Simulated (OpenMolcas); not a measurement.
## Multiconfigurational calculation on Cr2+

Cr2+ with 6 ligands (chloride) in octahedral coordination (Oh) at 2.56 Å. A charge of +0.667 e stands 2.6 Å behind each ligand. Ligand basis ANO-RCC-VDZP. With inversion symmetry the input lists one of each pair of outer charges.

Input:

```
&GATEWAY
Coord
7

Cr 0.0 0.0 0.0
Cl 2.560000 0.000000 0.000000
Cl 0.000000 2.560000 0.000000
Cl -2.560000 0.000000 0.000000
Cl 0.000000 -2.560000 0.000000
Cl 0.000000 0.000000 2.560000
Cl 0.000000 0.000000 -2.560000
Basis=Cr.ANO-RCC-VTZP,Cl.ANO-RCC-VDZP
Group=XYZ
NoMove
AngMom=0.0 0.0 0.0
AMFI
RICD
XField
3 Angstrom 0
5.160000 0.000000 0.000000 0.666667
0.000000 5.160000 0.000000 0.666667
0.000000 0.000000 5.160000 0.666667
&SEWARD
* reference wave functions (RASSCF and RASSI steps not shown): 4 electrons in 5 orbitals (3d)
>>> COPY JOB001 $Project.JobIph
&CASPT2
Multistate=5 1 2 3 4 5
NoMult
Frozen=17 18
IPEA=0.25
Imaginary=0.1
MaxIter=60
WThr=0.0 0.3 0.05
PrWF=0.5
NoMix
>>> COPY JOB002 $Project.JobIph
&CASPT2
Multistate=45 1 2 3 4 5 6 7 8 9 10 11 12 13 14 15 16 17 18 19 20 21 22
23 24 25 26 27 28 29 30 31 32 33 34 35 36 37 38 39 40 41 42 43 44 45
NoMult
Frozen=17 18
IPEA=0.25
Imaginary=0.1
MaxIter=60
WThr=0.0 0.3 0.05
PrWF=0.5
NoMix
>>> COPY JOB003 $Project.JobIph
&CASPT2
Multistate=50 1 2 3 4 5 6 7 8 9 10 11 12 13 14 15 16 17 18 19 20 21 22
23 24 25 26 27 28 29 30 31 32 33 34 35 36 37 38 39 40 41 42 43 44 45 46
47 48 49 50
NoMult
Frozen=17 18
IPEA=0.25
Imaginary=0.1
MaxIter=60
WThr=0.0 0.3 0.05
PrWF=0.5
NoMix
```

Launched by
```bash
OMP_NUM_THREADS=1 MOLCAS_MEM=2457 MOLCAS_PROJECT=a pymolcas a.inp > a.log  # once for each step of the input, in one work folder
```

Output, cut to the results:

```
--- CASPT2 ---
Orbital specifications:
      -----------------------

      Symmetry species                           1   2
                                                ag  au
      Frozen orbitals                           17  18
      Inactive orbitals                         13  15
      Active orbitals                            5   0
      Secondary orbitals                        49  50
      Deleted orbitals                           0   0
      Number of basis functions                 84  83
Type of calculation                        SS-CASPT2
      Fock operator                              state-specific
      IPEA shift                                 0.25
      Real shift                                 0.00
      Imaginary shift                            0.10
      The input orbitals will be transformed to quasi-canonical
Reference energy:       -3816.7995596430
      E2 (Non-variational):      -1.3775251497
      Shift correction:          -0.0020707541
      E2 (Variational):          -1.3795959037
      Total energy:           -3818.1791555467
      Residual norm:              0.0000002835
      Reference weight:           0.67378
      Contributions to the CASPT2 correlation energy
      Active & Virtual Only:         -0.0489617216
      One Inactive Excited:          -0.2239282788
      Two Inactive Excited:          -1.1046351493
Reference energy:       -3816.7995596428
      E2 (Non-variational):      -1.3774895834
      Shift correction:          -0.0020706765
      E2 (Variational):          -1.3795602599
      Total energy:           -3818.1791199026
      Residual norm:              0.0000002575
      Reference weight:           0.67379
      Contributions to the CASPT2 correlation energy
      Active & Virtual Only:         -0.0489620671
      One Inactive Excited:          -0.2238908663
      Two Inactive Excited:          -1.1046366499
::    CASPT2 Root  1     Total energy:  -3818.17915555
::    CASPT2 Root  2     Total energy:  -3818.17911990
::    CASPT2 Root  3     Total energy:  -3818.15396671
::    CASPT2 Root  4     Total energy:  -3818.15395096
::    CASPT2 Root  5     Total energy:  -3818.15395247
--- CASPT2 ---
Orbital specifications:
      -----------------------

      Symmetry species                           1   2
                                                ag  au
      Frozen orbitals                           17  18
      Inactive orbitals                         13  15
      Active orbitals                            5   0
      Secondary orbitals                        49  50
      Deleted orbitals                           0   0
      Number of basis functions                 84  83
Type of calculation                        SS-CASPT2
      Fock operator                              state-specific
      IPEA shift                                 0.25
      Real shift                                 0.00
      Imaginary shift                            0.10
      The input orbitals will be transformed to quasi-canonical
Reference energy:       -3816.7239678071
      E2 (Non-variational):      -1.3923292497
      Shift correction:          -0.0020993921
      E2 (Variational):          -1.3944286419
      Total energy:           -3818.1183964490
      Residual norm:              0.0000001841
      Reference weight:           0.67166
      Contributions to the CASPT2 correlation energy
      Active & Virtual Only:         -0.0567971608
      One Inactive Excited:          -0.2268169720
      Two Inactive Excited:          -1.1087151169
Reference energy:       -3816.7239678069
      E2 (Non-variational):      -1.3923109081
      Shift correction:          -0.0020993574
      E2 (Variational):          -1.3944102655
      Total energy:           -3818.1183780724
      Residual norm:              0.0000001841
      Reference weight:           0.67166
      Contributions to the CASPT2 correlation energy
      Active & Virtual Only:         -0.0567937468
      One Inactive Excited:          -0.2268026565
      Two Inactive Excited:          -1.1087145048
::    CASPT2 Root  1     Total energy:  -3818.11839645
::    CASPT2 Root  2     Total energy:  -3818.11837807
::    CASPT2 Root  3     Total energy:  -3818.11845960
::    CASPT2 Root  4     Total energy:  -3818.10714603
::    CASPT2 Root  5     Total energy:  -3818.10724085
::    CASPT2 Root  6     Total energy:  -3818.10733810
::    CASPT2 Root  7     Total energy:  -3818.10734504
::    CASPT2 Root  8     Total energy:  -3818.10733705
::    CASPT2 Root  9     Total energy:  -3818.10353684
::    CASPT2 Root 10     Total energy:  -3818.10356623
::    CASPT2 Root 11     Total energy:  -3818.10357217
::    CASPT2 Root 12     Total energy:  -3818.09976079
::    CASPT2 Root 13     Total energy:  -3818.09508975
::    CASPT2 Root 14     Total energy:  -3818.08149001
::    CASPT2 Root 15     Total energy:  -3818.08149659
::    CASPT2 Root 16     Total energy:  -3818.08139539
::    CASPT2 Root 17     Total energy:  -3818.07968040
::    CASPT2 Root 18     Total energy:  -3818.07980957
::    CASPT2 Root 19     Total energy:  -3818.07982191
::    CASPT2 Root 20     Total energy:  -3818.08424982
::    CASPT2 Root 21     Total energy:  -3818.08432133
::    CASPT2 Root 22     Total energy:  -3818.07558671
::    CASPT2 Root 23     Total energy:  -3818.07558520
::    CASPT2 Root 24     Total energy:  -3818.07558742
::    CASPT2 Root 25     Total energy:  -3818.05344682
::    CASPT2 Root 26     Total energy:  -3818.05341983
::    CASPT2 Root 27     Total energy:  -3818.05344210
::    CASPT2 Root 28     Total energy:  -3818.06193226
::    CASPT2 Root 29     Total energy:  -3818.06190959
::    CASPT2 Root 30     Total energy:  -3818.06193223
--- CASPT2 ---
Orbital specifications:
      -----------------------

      Symmetry species                           1   2
                                                ag  au
      Frozen orbitals                           17  18
...
```

Spin-orbit levels above the lowest (labels of O, the rotations of Oh), with the averaged single-state CASPT2 energies on the diagonal:

```
E (cm-1)  Degeneracy  Label  2S+1
       0           1     A1     5
       7           3     T1     5
      13           2      E     5
      19           3     T2     5
      25           1     A2     5
    5430           3     T2     5
    5430           3     T1     5
    5440           1     A1     5
    5610           3     T1     5
    5610           2      E     5
    5730           3     T2     5
   13230           1     A1     3
   13300           3     T1     3
   13370           3     T2     3
   13380           2      E     3
   15420           1     A1     3
   15600           3     T1     3
   15800           3     T2     3
   15810           3     T1     3
   15980           2      E     3
```

Roots that are degenerate in the reference are averaged as groups; the widest CASPT2 spread within a group is 170 cm-1 (the 2-fold group of multiplicity 1 near 29000 cm-1 above the lowest state of its run). Shifts and gaps below about the spread of the groups concerned are not significant. Over all roots computed the reference weight is 0.66 to 0.67; a low but even weight reflects the number of correlated electrons. An orbital doublet at a regular site is open to a Jahn-Teller distortion, which this geometry leaves out. Ligand-to-metal charge-transfer states are missing. These CASPT2 states fit no ligand-field parameters well, so their order and spin gaps are uncertain. With no ligand orbital active B as a rule stays too high, so bands that hang on it stand too high and its fall with covalency is understated. With one d shell and no ligand orbital active, 10Dq can be off by tens of per cent for divalent 3d ions, low with halides held by bare charges and at times high in hosts. Free-ion shares, where given, are those of the reference states; single-state CASPT2 does not remix them. No measured value stands beside these numbers; the geometry was imposed, not optimised, and the real ion may take another.

The CASPT2 steps took 7.3 min on 1 thread of Arm Neoverse V2, with other jobs on the host; the integral step is not counted.
